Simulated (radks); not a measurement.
Problem. Radial electron density D(r) = 4 pi r^2 rho(r) of an atom or ion with 5 electrons. All-electron calculation, non-relativistic Kohn-Sham, BLYP, spin-polarised, spherical densities, point nucleus. Program: a radial shooting solver on a logarithmic mesh with Libxc functionals.

r (bohr),D(r) (e/bohr),spin D(r)
0.02203,0.6072,0.0000398
0.02483,0.7463,0.0000525
0.02823,0.9254,0.0000712
0.03182,1.127,0.0000959
0.03588,1.364,0.000131
0.04046,1.641,0.000181
0.04562,1.962,0.000253
0.05143,2.326,0.000358
0.05845,2.762,0.000526
0.06591,3.213,0.000762
0.07431,3.695,0.00111
0.08378,4.196,0.00163
0.09447,4.699,0.00240
0.1065,5.180,0.00353
0.1201,5.611,0.00518
0.1365,5.976,0.00778
0.1539,6.196,0.0113
0.1735,6.266,0.0164
0.1956,6.161,0.0234
0.2206,5.872,0.0332
0.2487,5.407,0.0464
0.2827,4.749,0.0654
0.3187,4.035,0.0887
0.3593,3.295,0.118
0.4051,2.602,0.155
0.4568,2.028,0.198
0.515,1.621,0.248
0.5854,1.399,0.307
0.66,1.377,0.366
0.7442,1.492,0.423
0.839,1.681,0.471
0.946,1.866,0.503
1.067,1.980,0.512
1.212,1.972,0.493
1.367,1.829,0.448
1.541,1.574,0.383
1.738,1.253,0.306
1.959,0.9184,0.230
2.209,0.6192,0.162
2.491,0.3857,0.112
2.831,0.2186,0.0777
3.192,0.1291,0.0625
3.598,0.08540,0.0580
4.057,0.06801,0.0584
4.574,0.06129,0.0585
5.158,0.05544,0.0547
5.862,0.04581,0.0457
6.609,0.03412,0.0341
7.452,0.02229,0.0223
8.402,0.01260,0.0126
9.473,0.006070,0.00607
10.68,0.002451,0.00245
12.14,0.0007508,0.000751
13.69,0.0001976,0.000198

What is the nuclear charge?

Solution. Z = 6. The innermost maximum, from 1s, lies near 1/Z = 0.167 bohr (found: 0.172), and its height grows with Z. The density is that of the carbon ion C+ in [He] 2s2 2p0.75 3p0.25; the configuration itself is not fixed sharply by these data. D(r) has 2 maxima, at r = 0.172, 1.13 bohr, and minima at 0.629 bohr, inside which lie 2.11 electrons.
